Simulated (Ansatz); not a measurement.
Job for Ansatz (a program for electronic structure): R-wB97X-V/def2-TZVPP on FGeH3Te (SMILES F[Te][GeH3]), a point of a torsion scan. Elements past Kr take the def2 small-core potentials; no spin–orbit coupling.

Ansatz 0.2 input:
```yaml
crystal:
  periodic: [false, false, false]
  atoms:
    - {symbol: F, position_ang: [2.54780411, 0.70514503, -0.21606378]}
    - {symbol: Te, position_ang: [1.66057172, -1.02610767, 0.23657923]}
    - {symbol: Ge, position_ang: [-0.65974821, -0.06139522, 0.04240153]}
    - {symbol: H, position_ang: [-0.65650534, 1.19417088, -0.76331110]}
    - {symbol: H, position_ang: [-1.31256359, 0.25380849, 1.36003349]}
    - {symbol: H, position_ang: [-1.57336472, -1.04190201, -0.63259518]}
basis:
  gaussian:
    orbitals: def2-TZVPP
hamiltonian:
  xc: {name: wB97X-V}
scf: {lower_state_search: off}
```

The log:

```
WARN ansatz: RAYON_NUM_THREADS=1 ignored (pool sized by the plan → 1); use --threads N
Functional definition: wB97X-V
these checks for a lower state are left out or cut short: stability, starts, cluster_reference, orbital_swaps, neighbouring_geometries, increment
integrals: 0.12 GiB planned
1133 factors; their error is unknown
integrals: 0.15 GiB planned
230 factors; integrals over basis functions are off by at most 4.0e-5 eV
mean field: 1.04 GiB planned
mean field evaluation 1: about -66569.8275 eV, gradient 3.6e1 eV
mean field evaluation 2: about -66568.4166 eV, gradient 5.1e1 eV
mean field evaluation 4: about -66571.8581 eV, gradient 2.1e0 eV
mean field evaluation 8: about -66571.8659 eV, gradient 4.8e-2 eV
mean field evaluation 16: about -66572.1039 eV, gradient 3.8e-4 eV
mean field -66572.10394080 eV, -2446.4796956317 hartree, gradient 5.8e-6 eV, S^2 0.000000; 0 other end points of the search recorded, 0 dependent functions left out
reference -66572.10393897 eV, -2446.4796955642 hartree; 34, 34 occupied and 137, 137 virtual orbitals, 1133 factors
Total energy: -66572.10393897 eV, -2446.4796955642 hartree
Checks for a lower state left out: stability, starts, cluster_reference, orbital_swaps, neighbouring_geometries, increment
```

Self-consistency was reached.

Cost: very roughly 7 core-seconds.
